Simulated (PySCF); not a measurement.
difluoromethane (CH$_{2}$F$_{2}$), singlet, geometry from GFN2-xTB; R2SCAN/cc-pVTZ (PySCF).

Here is a job for PySCF.
```python
from pyscf import gto, scf, dft

mol = gto.Mole()
mol.atom = '''
    C     0.01968854    0.00631445    0.49889193
    F    -0.03994213    1.08453031   -0.30145729
    F     0.01714658   -1.09184124   -0.27616403
    H    -0.87297769   -0.00966100    1.13908803
    H     0.96000648    0.03757263    1.06615233
'''
mol.basis = 'cc-pvtz'
mol.verbose = 4
mol.build()

mf = dft.RKS(mol)
mf.xc = 'r2scan'
mf.kernel()
```

The log (banner, timings and long lists left out):

```
PySCF version 2.14.0

[INPUT] verbose = 4
[INPUT] num. atoms = 5
[INPUT] num. electrons = 26
[INPUT] charge = 0
[INPUT] spin (= nelec alpha-beta = 2S) = 0
[INPUT] symmetry False subgroup None
[INPUT] Mole.unit = angstrom
[INPUT] Symbol           X                Y                Z      unit          X                Y                Z       unit  Magmom
[INPUT]  1 C      0.019688540000   0.006314450000   0.498891930000 AA    0.037205948393   0.011932581127   0.942769113456 Bohr   0.0
[INPUT]  2 F     -0.039942130000   1.084530310000  -0.301457290000 AA   -0.075479686532   2.049465259690  -0.569671716354 Bohr   0.0
[INPUT]  3 F      0.017146580000  -1.091841240000  -0.276164030000 AA    0.032402340173  -2.063280915106  -0.521874382156 Bohr   0.0
[INPUT]  4 H     -0.872977690000  -0.009661000000   1.139088030000 AA   -1.649688746955  -0.018256644089   2.152564408470 Bohr   0.0
[INPUT]  5 H      0.960006480000   0.037572630000   1.066152330000 AA    1.814149325008   0.071001980480   2.014735910767 Bohr   0.0

nuclear repulsion = 77.840039904499
number of shells = 39
number of NR pGTOs = 158
number of NR cGTOs = 118
basis = cc-pvtz
ecp = {}

******** <class 'pyscf.dft.rks.RKS'> ********
method = RKS
initial guess = minao
damping factor = 0
level_shift factor = 0
DIIS = <class 'pyscf.scf.diis.CDIIS'>
diis_start_cycle = 1
diis_space = 8
diis_damp = 0
SCF conv_tol = 1e-09
SCF conv_tol_grad = None
SCF max_cycles = 50
direct_scf = True
direct_scf_tol = 1e-13
XC library pyscf.dft.libxc version 7.1.2
    S. Lehtola, C. Steigemann, M. J. T. Oliveira, and M. A. L. Marques,  SoftwareX 7, 1–5 (2018)
XC functionals = r2scan
    J. W. Furness, A. D. Kaplan, J. Ning, J. P. Perdew, and J. Sun,  J. Phys. Chem. Lett. 11, 8208–8215 (2020)
    J. W. Furness, A. D. Kaplan, J. Ning, J. P. Perdew, and J. Sun,  J. Phys. Chem. Lett. 11, 9248–9248 (2020)
    J. W. Furness, A. D. Kaplan, J. Ning, J. P. Perdew, and J. Sun,  J. Phys. Chem. Lett. 11, 8208–8215 (2020)
    J. W. Furness, A. D. Kaplan, J. Ning, J. P. Perdew, and J. Sun,  J. Phys. Chem. Lett. 11, 9248–9248 (2020)
radial grids:
    Treutler-Ahlrichs [JCP 102, 346 (1995); DOI:10.1063/1.469408] (M4) radial grids

becke partition: Becke, JCP 88, 2547 (1988); DOI:10.1063/1.454033
pruning grids: <function nwchem_prune>
grids dens level: 3
symmetrized grids: False
atomic radii adjust function: <function treutler_atomic_radii_adjust>
small_rho_cutoff = 0
Set gradient conv threshold to 3.16228e-05
Initial guess from minao.
tot grids = 62264
init E= -239.192124287279
  HOMO = -0.357691744199778  LUMO = 0.0485989714801794  gap/eV = 11.05573
cycle= 1 E= -238.916587628536  delta_E= 0.276  |g|= 0.626  |ddm|= 1.53
  HOMO = -0.25103566051461  LUMO = 0.0490481091194326  gap/eV = 8.16570
cycle= 2 E= -238.81085521686  delta_E= 0.106  |g|= 1.06  |ddm|= 0.742
  HOMO = -0.302462397440362  LUMO = 0.0676189783816525  gap/eV = 10.07043
cycle= 3 E= -238.971752997787  delta_E= -0.161  |g|= 0.036  |ddm|= 0.465
  HOMO = -0.307234289825825  LUMO = 0.0626850284926945  gap/eV = 10.06602
cycle= 4 E= -238.971976369539  delta_E= -0.000223  |g|= 0.0138  |ddm|= 0.0241
  HOMO = -0.305486223490597  LUMO = 0.0640059400487161  gap/eV = 10.05439
cycle= 5 E= -238.972016511013  delta_E= -4.01e-05  |g|= 0.00418  |ddm|= 0.0108
  HOMO = -0.305957769543944  LUMO = 0.0638548268200303  gap/eV = 10.06311
cycle= 6 E= -238.972019632168  delta_E= -3.12e-06  |g|= 0.000269  |ddm|= 0.00278
  HOMO = -0.305952557456962  LUMO = 0.0638723454700774  gap/eV = 10.06345
cycle= 7 E= -238.972019643404  delta_E= -1.12e-08  |g|= 5.43e-05  |ddm|= 0.000141
  HOMO = -0.305954999055343  LUMO = 0.0638709393681509  gap/eV = 10.06348
cycle= 8 E= -238.97201964379  delta_E= -3.86e-10  |g|= 9.36e-06  |ddm|= 2.21e-05
  HOMO = -0.305954632861395  LUMO = 0.0638702879522128  gap/eV = 10.06345
Extra cycle  E= -238.972019643768  delta_E= 2.18e-11  |g|= 1.56e-05  |ddm|= 1.06e-05
converged SCF energy = -238.972019643768
```
